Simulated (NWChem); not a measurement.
Program: NWChem. System: AsF3, charge 1, spin multiplicity 2, at the geometry of a parent with another charge or spin, in a state set for the comparison that need not be this species' ground state. Its SCF solution wasn't tested for a lower state. Level: UB3LYP/x2c-SVPall-2c, scalar ZORA, VWN1-RPA local correlation.

Job file:

```
start mol
memory heap 200 mb stack 900 mb global 1100 mb
charge 1
geometry units angstroms nocenter noautoz noautosym
  F      0.738925    -0.489175     1.281763
  As     0.000896     0.398876     0.000000
  F      0.738925    -0.489175    -1.281763
  F     -1.481134    -0.484194     0.000000
end
basis spherical
  * library x2c-svpall-2c
end
relativistic
  zora on
end
dft
  xc b3lyp
  odft
  mult 2
  semidirect memsize 60000000 filesize 0
  iterations 100
  grid fine
end
task dft energy
```

Output (cleaned and shortened):

```
             Northwest Computational Chemistry Package (NWChem) 7.3.0
             --------------------------------------------------------

                                NWChem Input Module
                                -------------------

 Scaling coordinates for geometry "geometry" by  1.889725989
 (inverse scale =  0.529177249)

                             Geometry "geometry" -> ""
                             -------------------------

 Output coordinates in angstroms (scale by  1.889725989 to convert to a.u.)

  No.       Tag          Charge          X              Y              Z
 ---- ---------------- ---------- -------------- -------------- --------------
    1 F                    9.0000     0.73892500    -0.48917500     1.28176300
    2 As                  33.0000     0.00089600     0.39887600     0.00000000
    3 F                    9.0000     0.73892500    -0.48917500    -1.28176300
    4 F                    9.0000    -1.48113400    -0.48419400     0.00000000

 Effective nuclear repulsion energy (a.u.)     323.4651667098

            Nuclear Dipole moment (a.u.)
            ----------------------------
        X                 Y               Z
 ---------------- ---------------- ----------------
     0.0000226767     0.0000226767     0.0000000000


 Summary of "ao basis" -> "" (spherical)
 ------------------------------------------------------------------------------
       Tag                 Description            Shells   Functions and Types
 ---------------- ------------------------------  ------  ---------------------
 *                       x2c-svpall-2c                on all atoms

                                 NWChem DFT Module
                                 -----------------

 Summary of "ao basis" -> "ao basis" (spherical)
 ------------------------------------------------------------------------------
       Tag                 Description            Shells   Functions and Types
 ---------------- ------------------------------  ------  ---------------------
 F                       x2c-svpall-2c               6       14   3s2p1d
 As                      x2c-svpall-2c              14       38   5s6p3d

 Summary of "ao basis" -> "ao basis" (spherical)
 ------------------------------------------------------------------------------
       Tag                 Description            Shells   Functions and Types
 ---------------- ------------------------------  ------  ---------------------
 F                       x2c-svpall-2c               6       14   3s2p1d
 As                      x2c-svpall-2c              14       38   5s6p3d

            General Information
            -------------------
          SCF calculation type: DFT
          Wavefunction type:  spin polarized.
          No. of atoms     :     4
          No. of electrons :    59
           Alpha electrons :    30
            Beta electrons :    29
          Charge           :     1
          Spin multiplicity:     2
          Use of symmetry is: off; symmetry adaption is: off
          Maximum number of iterations: 100
          AO basis - number of functions:    80
                     number of shells:    32
          Convergence on energy requested:  1.00D-06
          Convergence on density requested:  1.00D-05
          Convergence on gradient requested:  5.00D-04

              XC Information
              --------------
                         B3LYP Method XC Potential
                     Hartree-Fock (Exact) Exchange  0.200
                        Slater Exchange Functional  0.800 local
                    Becke 1988 Exchange Functional  0.720 non-local
              Lee-Yang-Parr Correlation Functional  0.810
                  VWN I RPA Correlation Functional  0.190 local

             Grid Information
             ----------------
          Grid used for XC integration:  fine
          Radial quadrature: Mura-Knowles
          Angular quadrature: Lebedev.
          Tag              B.-S. Rad. Rad. Pts. Rad. Cut. Ang. Pts.
          ---              ---------- --------- --------- ---------
          F                   0.50       70           7.0       590
          As                  1.15      140           6.0       974
          Grid pruning is: on
          Number of quadrature shells:   350
          Spatial weights used:  Erf1

          Convergence Information
          -----------------------
          Convergence aids based upon iterative change in
          total energy or number of iterations.
          Levelshifting, if invoked, occurs when the
          HOMO/LUMO gap drops below (HL_TOL):  1.00D-02
          DIIS, if invoked, will attempt to extrapolate
          using up to (NFOCK): 10 stored Fock matrices.

                    Damping( 0%)  Levelshifting(0.5)       DIIS
                  --------------- ------------------- ---------------
          dE  on:    start            ASAP                start
          dE off:    2 iters        100 iters           100 iters

      Screening Tolerance Information
      -------------------------------
          Density screening/tol_rho:  1.00D-10
          AO Gaussian exp screening on grid/accAOfunc:  14
          CD Gaussian exp screening on grid/accCDfunc:  20
          XC Gaussian exp screening on grid/accXCfunc:  20
          Schwarz screening/accCoul:  1.00D-08

 dft: using ZORA

      Superposition of Atomic Density Guess
      -------------------------------------

 Sum of atomic energies:       -2521.56201331
          Performing ZORA calculations
          ----------------------------

       Generating atomic ZORA corrections
[...]
   Bfn.  Coefficient  Atom+Function         Bfn.  Coefficient  Atom+Function
  ----- ------------  ---------------      ----- ------------  ---------------
    72      0.404671  4 F  pz                 4      0.350554  1 F  px
    56     -0.350569  3 F  px                75      0.266018  4 F  pz
     7      0.230442  1 F  px                59     -0.230451  3 F  px
     6     -0.202494  1 F  pz                58     -0.202495  3 F  pz
     9     -0.133113  1 F  pz                61     -0.133113  3 F  pz

 Vector   30  Occ=1.000000D+00  E=-6.819924D-01
              MO Center=  4.2D-04,  1.6D-01, -3.3D-06, r^2= 2.5D+00
   Bfn.  Coefficient  Atom+Function         Bfn.  Coefficient  Atom+Function
  ----- ------------  ---------------      ----- ------------  ---------------
    18      0.461410  2 As s                 30      0.329605  2 As py
     5     -0.307512  1 F  py                57     -0.307515  3 F  py
    71     -0.307138  4 F  py                17     -0.281956  2 As s
    19      0.259759  2 As s                  8     -0.205547  1 F  py
    60     -0.205548  3 F  py                74     -0.205266  4 F  py

 Vector   31  Occ=0.000000D+00  E=-3.347697D-01
              MO Center=  7.0D-02,  5.2D-01, -2.1D-03, r^2= 2.1D+00
   Bfn.  Coefficient  Atom+Function         Bfn.  Coefficient  Atom+Function
  ----- ------------  ---------------      ----- ------------  ---------------
    32      0.668075  2 As px                29      0.549922  2 As px
    23     -0.272682  2 As px                69      0.228395  4 F  s
    71      0.204796  4 F  py                48      0.170145  2 As d -2
    74      0.154692  4 F  py                70      0.139847  4 F  px
     6      0.132853  1 F  pz                58     -0.130877  3 F  pz

 Vector   32  Occ=0.000000D+00  E=-3.347685D-01
              MO Center= -6.8D-02,  5.2D-01,  2.1D-03, r^2= 2.1D+00
   Bfn.  Coefficient  Atom+Function         Bfn.  Coefficient  Atom+Function
  ----- ------------  ---------------      ----- ------------  ---------------
    34      0.668080  2 As pz                31      0.549921  2 As pz
    25     -0.272682  2 As pz                55      0.199580  3 F  s
     3     -0.196012  1 F  s                 57      0.179526  3 F  py
     5     -0.176328  1 F  py                49      0.170493  2 As d -1
    72     -0.165139  4 F  pz                75     -0.137473  4 F  pz

 Vector   33  Occ=0.000000D+00  E=-2.538877D-01
              MO Center=  1.2D-04,  5.3D-02, -2.9D-07, r^2= 2.2D+00
   Bfn.  Coefficient  Atom+Function         Bfn.  Coefficient  Atom+Function
  ----- ------------  ---------------      ----- ------------  ---------------
    18      0.796561  2 As s                 33     -0.690752  2 As py
    30     -0.494183  2 As py                17     -0.364917  2 As s
    70     -0.274402  4 F  px                73     -0.251370  4 F  px
     3     -0.245455  1 F  s                 55     -0.245456  3 F  s
    69     -0.245457  4 F  s                  6      0.237569  1 F  pz

                     DFT Final Beta Molecular Orbital Analysis
                     -----------------------------------------

 Vector   27  Occ=1.000000D+00  E=-7.035901D-01
              MO Center= -6.4D-01, -4.4D-01,  3.9D-02, r^2= 2.2D+00
   Bfn.  Coefficient  Atom+Function         Bfn.  Coefficient  Atom+Function
  ----- ------------  ---------------      ----- ------------  ---------------
    71     -0.385496  4 F  py                70      0.380789  4 F  px
    73      0.255132  4 F  px                74     -0.253486  4 F  py
     5      0.201919  1 F  py                 4      0.200448  1 F  px
    56      0.193959  3 F  px                57      0.181874  3 F  py
     8      0.132778  1 F  py                 7      0.127489  1 F  px

 Vector   28  Occ=1.000000D+00  E=-7.035841D-01
              MO Center=  6.4D-01, -4.4D-01, -3.9D-02, r^2= 2.2D+00
   Bfn.  Coefficient  Atom+Function         Bfn.  Coefficient  Atom+Function
  ----- ------------  ---------------      ----- ------------  ---------------
    57     -0.338684  3 F  py                 5      0.327127  1 F  py
    58      0.323179  3 F  pz                 6      0.316747  1 F  pz
    60     -0.222687  3 F  py                 8      0.215087  1 F  py
    61      0.214339  3 F  pz                 9      0.209789  1 F  pz
    72      0.135151  4 F  pz                56     -0.113541  3 F  px

 Vector   29  Occ=1.000000D+00  E=-6.990137D-01
              MO Center= -6.7D-04, -4.8D-01, -2.6D-05, r^2= 2.6D+00
   Bfn.  Coefficient  Atom+Function         Bfn.  Coefficient  Atom+Function
  ----- ------------  ---------------      ----- ------------  ---------------
    72      0.403367  4 F  pz                 4      0.349419  1 F  px
    56     -0.349433  3 F  px                75      0.267608  4 F  pz
     7      0.231815  1 F  px                59     -0.231824  3 F  px
     6     -0.201840  1 F  pz                58     -0.201840  3 F  pz
     9     -0.133907  1 F  pz                61     -0.133907  3 F  pz

 Vector   30  Occ=0.000000D+00  E=-5.740000D-01
              MO Center=  4.4D-04,  1.9D-01, -7.4D-07, r^2= 2.5D+00
   Bfn.  Coefficient  Atom+Function         Bfn.  Coefficient  Atom+Function
  ----- ------------  ---------------      ----- ------------  ---------------
    18      0.448385  2 As s                 30      0.315287  2 As py
    19      0.312298  2 As s                  5     -0.295637  1 F  py
    57     -0.295638  3 F  py                71     -0.295276  4 F  py
    17     -0.286010  2 As s                  8     -0.213190  1 F  py
    60     -0.213190  3 F  py                74     -0.212895  4 F  py

 Vector   31  Occ=0.000000D+00  E=-3.122372D-01
              MO Center=  6.1D-02,  4.7D-01, -1.7D-03, r^2= 2.3D+00
   Bfn.  Coefficient  Atom+Function         Bfn.  Coefficient  Atom+Function
  ----- ------------  ---------------      ----- ------------  ---------------
    32      0.699456  2 As px                29      0.525856  2 As px
    23     -0.261713  2 As px                69      0.245630  4 F  s
    71      0.222533  4 F  py                74      0.178606  4 F  py
    70      0.141804  4 F  px                48      0.140538  2 As d -2
     6      0.134326  1 F  pz                58     -0.132488  3 F  pz

 Vector   32  Occ=0.000000D+00  E=-3.122360D-01
              MO Center= -5.9D-02,  4.7D-01,  1.7D-03, r^2= 2.3D+00
   Bfn.  Coefficient  Atom+Function         Bfn.  Coefficient  Atom+Function
  ----- ------------  ---------------      ----- ------------  ---------------
    34      0.699462  2 As pz                31      0.525854  2 As pz
    25     -0.261712  2 As pz                55      0.214478  3 F  s
     3     -0.210966  1 F  s                 57      0.194886  3 F  py
     5     -0.191705  1 F  py                72     -0.166782  4 F  pz
    60      0.156434  3 F  py                 8     -0.153881  1 F  py

   alpha - beta orbital overlaps
   -----------------------------

   alpha      1      2      3      4      5      6      7      8      9     10
    beta      1      2      5      3      4      6      7      8      9     12
 overlap   1.000  1.000  1.000  1.000  1.000  1.000  1.000  1.000  1.000  1.000

   alpha     11     12     13     14     15     16     17     18     19     20
    beta     10     11     13     14     17     15     16     18     19     20
 overlap   1.000  1.000  0.965  0.965  1.000  0.732  0.732  1.000  1.000  1.000

   alpha     21     22     23     24     25     26     27     28     29     30
    beta     21     22     23     24     25     26     27     28     29     30
 overlap   0.996  0.966  0.966  0.996  0.924  0.924  0.948  0.948  1.000  0.999

   alpha     31     32     33     34     35     36     37     38     39     40
    beta     31     32     33     34     35     36     37     38     39     40
 overlap   0.999  0.999  0.999  0.999  0.999  1.000  1.000  0.999  0.999  0.998

   alpha     41     42     43     44     45     46     47     48     49     50
    beta     41     42     43     44     45     46     47     48     49     50
 overlap   1.000  1.000  0.973  0.973  1.000  0.974  0.974  1.000  1.000  1.000

   alpha     51     52     53     54     55     56     57     58     59     60
    beta     51     52     53     54     55     56     57     58     59     60
 overlap   1.000  1.000  1.000  1.000  0.998  0.998  1.000  0.998  0.998  0.987

   alpha     61     62     63     64     65     66     67     68     69     70
    beta     61     62     66     63     64     65     67     68     69     70
 overlap   0.963  0.963  0.999  0.963  0.963  0.987  0.999  0.999  1.000  0.999

   alpha     71     72     73     74     75     76     77     78     79     80
    beta     71     72     73     74     75     76     77     78     79     80
 overlap   0.999  0.999  1.000  1.000  1.000  1.000  1.000  1.000  1.000  1.000

     --------------------------
     Expectation value of S2:
     --------------------------
      <S2> =      0.7574 (Exact =     0.7500)

 center of mass
 --------------
 x =   0.00006789 y =   0.03006032 z =   0.00000000

 moments of inertia (a.u.)
 ------------------
         313.749286205849           0.296184718757           0.000000000000
           0.296184718757         445.847931635240           0.000000000000
           0.000000000000           0.000000000000         313.745800210605

     Multipole analysis of the density
     ---------------------------------

     L   x y z        total         alpha         beta         nuclear
     -   - - -        -----         -----         ----         -------
     0   0 0 0      1.000000    -30.000000    -29.000000     60.000000

     1   1 0 0      0.003071      0.001178      0.001869      0.000023
     1   0 1 0      1.328047      0.519060      0.808964      0.000023
     1   0 0 1     -0.000005     -0.000002     -0.000003      0.000000

     2   2 0 0    -20.675884    -64.623983    -61.655524    105.603623
     2   1 1 0      0.004856      0.073711      0.074508     -0.143363
     2   1 0 1     -0.000008     -0.000002     -0.000005      0.000000
     2   0 2 0    -18.460771    -31.740261    -28.386338     41.665828
     2   0 1 1      0.000007      0.000002      0.000005      0.000000
     2   0 0 2    -20.675640    -64.624774    -61.656148    105.605281

 Task  times  cpu:        7.4s     wall:        7.4s

 Total times  cpu:        7.5s     wall:        7.5s
```
